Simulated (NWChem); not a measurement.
System: CH2ClF; SMILES FCCl

The following NWChem deck was run.

```
start job
memory heap 200 mb stack 900 mb global 1100 mb
geometry units angstroms noautoz
  F      0.389191     1.505790     0.000000
  C     -0.571544     0.565043     0.000000
  Cl     0.131186    -1.062862     0.000000
  H     -1.185066     0.659826     0.907841
  H     -1.185066     0.659826    -0.907841
end
basis spherical
  * library def2-svp
end
dft
  xc pbe0
  iterations 150
  vectors input atomic output neutral.movecs
end
task dft energy
charge 1
dft
  odft
  mult 2
  vectors input atomic output cation.movecs
end
task dft energy
```

NWChem printed, in part:

```
             Northwest Computational Chemistry Package (NWChem) 7.3.0
             --------------------------------------------------------

 CS  symmetry detected

                             Geometry "geometry" -> ""
                             -------------------------

 Output coordinates in angstroms (scale by  1.889725989 to convert to a.u.)

  No.       Tag          Charge          X              Y              Z
 ---- ---------------- ---------- -------------- -------------- --------------
    1 F                    9.0000     0.37509751     1.50419626     0.00000000
    2 C                    6.0000    -0.57553147     0.55323822     0.00000000
    3 Cl                  17.0000     0.14455138    -1.06706572     0.00000000
    4 H                    1.0000    -1.19003113     0.64146078     0.90784100
    5 H                    1.0000    -1.19003113     0.64146078    -0.90784100

 Effective nuclear repulsion energy (a.u.)     101.5275868794

      Symmetry information
      --------------------

 Group name             Cs
 Group number              2
 Group order               2
 No. of unique centers     4

                                 NWChem DFT Module
                                 -----------------

 Summary of "ao basis" -> "ao basis" (spherical)
 ------------------------------------------------------------------------------
       Tag                 Description            Shells   Functions and Types
 ---------------- ------------------------------  ------  ---------------------
 F                          def2-svp                 6       14   3s2p1d
 C                          def2-svp                 6       14   3s2p1d
 Cl                         def2-svp                 8       18   4s3p1d
 H                          def2-svp                 3        5   2s1p

      Symmetry analysis of basis
      --------------------------

        a'         38
        a"         18

            General Information
            -------------------
          SCF calculation type: DFT
          Wavefunction type:  closed shell.
          No. of atoms     :     5
          No. of electrons :    34
           Alpha electrons :    17
            Beta electrons :    17
          Charge           :     0
          Spin multiplicity:     1
          Use of symmetry is: on ; symmetry adaption is: on
          Maximum number of iterations: 150
          AO basis - number of functions:    56
                     number of shells:    26
          Convergence on energy requested:  1.00D-06
          Convergence on density requested:  1.00D-05
          Convergence on gradient requested:  5.00D-04

              XC Information
              --------------
                         PBE0 Method XC Functional
                     Hartree-Fock (Exact) Exchange  0.250
          PerdewBurkeErnzerhof Exchange Functional  0.750
            Perdew 1991 LDA Correlation Functional  1.000 local
           PerdewBurkeErnz. Correlation Functional  1.000 non-local

             Grid Information
             ----------------
          Grid used for XC integration:  medium
          Radial quadrature: Mura-Knowles
          Angular quadrature: Lebedev.
          Tag              B.-S. Rad. Rad. Pts. Rad. Cut. Ang. Pts.
          ---              ---------- --------- --------- ---------
          F                   0.50       49           7.0       434
          C                   0.70       49           7.0       434
          Cl                  1.00       88           8.0       590
          H                   0.35       45           7.0       434
          Grid pruning is: on
          Number of quadrature shells:   231
          Spatial weights used:  Erf1

      Superposition of Atomic Density Guess
      -------------------------------------

 Sum of atomic energies:        -597.23939911

      Non-variational initial energy
      ------------------------------

 Total energy =    -598.106355
 1-e energy   =   -1027.381045
 2-e energy   =     327.747103
 HOMO         =      -0.355317
 LUMO         =       0.112304

      Symmetry analysis of molecular orbitals - initial
      -------------------------------------------------

  Numbering of irreducible representations:

     1 a'          2 a"

  Orbital symmetries:

     1 a'          2 a'          3 a'          4 a'          5 a'
     6 a"          7 a'          8 a'          9 a'         10 a'
    11 a'         12 a"         13 a'         14 a"         15 a'
    16 a'         17 a"         18 a'         19 a'         20 a'
    21 a"         22 a'         23 a"         24 a'         25 a'
    26 a'         27 a"

   convergence    iter        energy       DeltaE   RMS-Dens  Diis-err
 ---------------- ----- ----------------- --------- --------- ---------
 d= 0,ls=0.0,diis     1   -598.7159105492 -7.00D+02  1.83D-02  6.65D-01
 d= 0,ls=0.0,diis     2   -598.6701054956  4.58D-02  1.05D-02  1.19D+00
 d= 0,ls=0.0,diis     3   -598.7920436658 -1.22D-01  9.82D-04  6.73D-03
 d= 0,ls=0.0,diis     4   -598.7924284125 -3.85D-04  4.76D-04  1.92D-03
 d= 0,ls=0.0,diis     5   -598.7925873933 -1.59D-04  1.39D-04  8.57D-05
  Resetting Diis
 d= 0,ls=0.0,diis     6   -598.7925971141 -9.72D-06  2.63D-05  1.55D-06
 d= 0,ls=0.0,diis     7   -598.7925973278 -2.14D-07  6.50D-06  5.37D-08

         Total DFT energy =     -598.792597327783
      One electron energy =    -1028.695743449202
           Coulomb energy =      372.963204657353
    Exchange-Corr. energy =      -44.587645415321
 Nuclear repulsion energy =      101.527586879387

 Numeric. integr. density =       33.999999876054

                  Occupations of the irreducible representations
                  ----------------------------------------------

                     irrep           alpha         beta
                     --------     --------     --------
                     a'               13.0         13.0
                     a"                4.0          4.0

                       DFT Final Molecular Orbital Analysis
                       ------------------------------------

 Vector   15  Occ=2.000000D+00  E=-3.889492D-01  Symmetry=a'
              MO Center=  5.4D-02,  4.1D-01,  7.5D-15, r^2= 2.4D+00
   Bfn.  Coefficient  Atom+Function         Bfn.  Coefficient  Atom+Function
  ----- ------------  ---------------      ----- ------------  ---------------
     4      0.353151  1 F  px                 5     -0.325601  1 F  py
    40      0.321994  3 Cl py                37      0.268008  3 Cl py
     7     -0.248200  1 F  px                 8      0.236055  1 F  py
    18      0.189465  2 C  px                39     -0.183129  3 Cl px
    19     -0.167803  2 C  py                34      0.153076  3 Cl py

 Vector   16  Occ=2.000000D+00  E=-3.331516D-01  Symmetry=a'
              MO Center=  1.2D-01, -9.2D-01,  1.5D-15, r^2= 1.4D+00
   Bfn.  Coefficient  Atom+Function         Bfn.  Coefficient  Atom+Function
  ----- ------------  ---------------      ----- ------------  ---------------
    39      0.576463  3 Cl px                36      0.430382  3 Cl px
    40      0.265565  3 Cl py                33      0.249589  3 Cl px
    37      0.194215  3 Cl py                 5     -0.146798  1 F  py
    34      0.112544  3 Cl py                 8      0.105040  1 F  py
    22      0.068794  2 C  py                 3     -0.067090  1 F  s

 Vector   17  Occ=2.000000D+00  E=-3.151632D-01  Symmetry=a"
              MO Center= -3.0D-02, -7.1D-01, -1.9D-15, r^2= 1.9D+00
   Bfn.  Coefficient  Atom+Function         Bfn.  Coefficient  Atom+Function
  ----- ------------  ---------------      ----- ------------  ---------------
    41      0.613015  3 Cl pz                38      0.443476  3 Cl pz
    35      0.256976  3 Cl pz                20     -0.183323  2 C  pz
    47     -0.182502  4 H  s                 52      0.182502  5 H  s
     6     -0.135720  1 F  pz                48     -0.099363  4 H  s
    53      0.099363  5 H  s                  9      0.097463  1 F  pz

 Vector   18  Occ=0.000000D+00  E= 4.733223D-02  Symmetry=a'
              MO Center= -5.7D-01,  8.0D-03,  1.7D-14, r^2= 3.2D+00
   Bfn.  Coefficient  Atom+Function         Bfn.  Coefficient  Atom+Function
  ----- ------------  ---------------      ----- ------------  ---------------
    17      1.464996  2 C  s                 48     -0.772866  4 H  s
    53     -0.772866  5 H  s                 40     -0.705282  3 Cl py
    22     -0.614853  2 C  py                32     -0.608128  3 Cl s
    19     -0.405603  2 C  py                16      0.396817  2 C  s
    39      0.365133  3 Cl px                37     -0.220994  3 Cl py

 Vector   19  Occ=0.000000D+00  E= 8.844978D-02  Symmetry=a'
              MO Center= -9.0D-01,  4.2D-01,  1.1D-15, r^2= 3.5D+00
   Bfn.  Coefficient  Atom+Function         Bfn.  Coefficient  Atom+Function
  ----- ------------  ---------------      ----- ------------  ---------------
    17      1.266695  2 C  s                 48     -1.229573  4 H  s
    53     -1.229573  5 H  s                 21     -0.950048  2 C  px
    40      0.440012  3 Cl py                18     -0.399888  2 C  px
    22      0.315145  2 C  py                32      0.253689  3 Cl s
    19      0.239465  2 C  py                31      0.225656  3 Cl s

 Vector   20  Occ=0.000000D+00  E= 1.167053D-01  Symmetry=a"
              MO Center= -1.3D+00,  6.3D-01, -2.0D-14, r^2= 3.6D+00
   Bfn.  Coefficient  Atom+Function         Bfn.  Coefficient  Atom+Function
  ----- ------------  ---------------      ----- ------------  ---------------
    48      1.613267  4 H  s                 53     -1.613267  5 H  s
    23     -1.198198  2 C  pz                20     -0.425520  2 C  pz
     9      0.145675  1 F  pz                41      0.120429  3 Cl pz
    47      0.097970  4 H  s                 52     -0.097970  5 H  s
     6     -0.083078  1 F  pz                43     -0.060622  3 Cl d -1

     Multipole analysis of the density
     ---------------------------------

[...]
```

Level: PBE0/def2-SVP, vertical spin-unrestricted ions. Coordinates come from a PBE0/def2-SVP optimisation.
